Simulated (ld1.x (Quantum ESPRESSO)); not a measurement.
**Before and after: TM potential for C (Z = 6)**

| Property | Result |
| --- | --- |
| Element | C (Z = 6) |
| Generator | ld1.x (Quantum ESPRESSO) 7.5 |
| Type | norm-conserving Troullier–Martins (Kleinman–Bylander form) |
| Functional | PBE |
| Relativity | scalar-relativistic |
| Frozen core | [He] |
| Valence charge | 4 |
| Reference configuration | 2s2 2p1 (charge +1) |
| Partial waves | 2s (bound): rc 0.85 bohr; 2p (bound): rc 1.30 bohr; 3d channel at 0.25 Ry: rc 1.10 bohr |
| Local potential | the d channel |
| Core correction | a·sin(br)/r model core, default radius (core density twice the valence density) |

All-electron outer shells of the reference configuration (PBE, scalar-relativistic, ld1.x):

```tsv
shell	level (eV)	outermost node (bohr)	outermost maximum (bohr)
2s	-25.76	0.38	1.17
2p	-17.00	–	1.11
```

Change: functional PBEsol.

Cutoffs: the cutoffs (Ry, on a coarse ladder) from which the occupation-weighted sum of valence levels, in a spherical-Bessel basis at the reference potential, stays within 10 and 1 mRy of its value at 400 Ry; they do not see the model core or the augmentation charge, which bear on the density cutoff. Errors are all-electron minus pseudo energies relative to the spin-unpolarised reference configuration.

Problem. What does the change do?

Solution. The potential gets neither clearly harder nor softer (80 Ry and 200 Ry → 80 Ry and 200 Ry); of the 7 tests that both files solve, the error grows in 0 and shrinks in 6 by more than 15 % and 0.3 meV (median size 28.1 → 16.6 meV); neither file shows a bound ghost.

| quantity | base | changed |
| --- | --- | --- |
| cutoff, loose | 80 Ry | 80 Ry |
| cutoff, tight | 200 Ry | 200 Ry |
| loose cutoff by channel (10 mRy a level) | s 55 Ry, p 45 Ry | s 60 Ry, p 45 Ry |
| bound ghosts | none | none |
| error for 2s2 2p2, meV [ΔE -10.86 → -10.79 eV] | +8.2 | +6.1 |
| error for 2s2 2p0, meV [ΔE 24.16 → 24.02 eV] | +41 | +32 |
| error for 2s1 2p0, meV [ΔE 72.35 → 71.98 eV] | +130 | +116 |
| error for 2s2 2p1.5, meV [ΔE -6.90 → -6.86 eV] | +3.4 | +2.5 |
| error for 2s0 2p4, meV [ΔE 6.11 → 6.08 eV] | +67 | +39 |
| error for 2s1 2p3, meV [ΔE -2.38 → -2.36 eV] | +28 | +17 |
| error for 2s1 2p2, meV [ΔE 8.75 → 8.71 eV] | +14 | +8.2 |
| s: phases at 1.40 bohr within 0.05 rad from the reference energy up to (Ry; the scan ends near 5) | to the end of the scan | to the end of the scan |
| p: phases at 1.40 bohr within 0.05 rad from the reference energy up to (Ry; the scan ends near 5) | to the end of the scan | to the end of the scan |
| d: phases at 1.40 bohr within 0.05 rad from the reference energy up to (Ry; the scan ends near 5) | to the end of the scan | to the end of the scan |
